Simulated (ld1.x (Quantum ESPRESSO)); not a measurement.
Ge (Z = 32): TM pseudisation with PBE, fully relativistic reference atom.

ld1.x (Quantum ESPRESSO) 7.5 input, shortened:

```
&input
   title='Ge', zed=32., rel=2, dft='PBE', iswitch=3,
   config='[Ar] 3d10 4s2 4p1.75 4d-2', rel_dist='average'
 /
 &inputp
   pseudotype=2, tm=.true., lloc=-1, rcloc=1.15,
   nlcc=.false.
 /
3
4S  1  0   2.00   0.00  1.50  1.50  0.0
4P  2  1   1.75   0.00  1.90  1.90  0.0
4D  3  2  -2.00   0.45  1.75  1.75  0.0
 &test
   configts(1)='4s2 4p1.75'
 /
```

Open shells are filled in proportion to 2j + 1 (rel_dist='average').

- Cutoffs needed: 30 Ry and 45 Ry (the cutoffs (Ry, on a coarse ladder) from which the occupation-weighted sum of valence levels, in a spherical-Bessel basis at the reference potential, stays within 10 and 1 mRy of its value at 400 Ry)
- Ghost test: ghost state, extra bound levels that the all-electron valence spectrum of the same l lacks: s at -52.0 eV; a true bound ghost makes a file unfit for plane-wave use (spherical-Bessel basis up to 400 Ry, 20 bohr box)
- Largest excitation error: +82 meV (all-electron minus pseudo) for 4s1 4p0, out of 7 test configurations
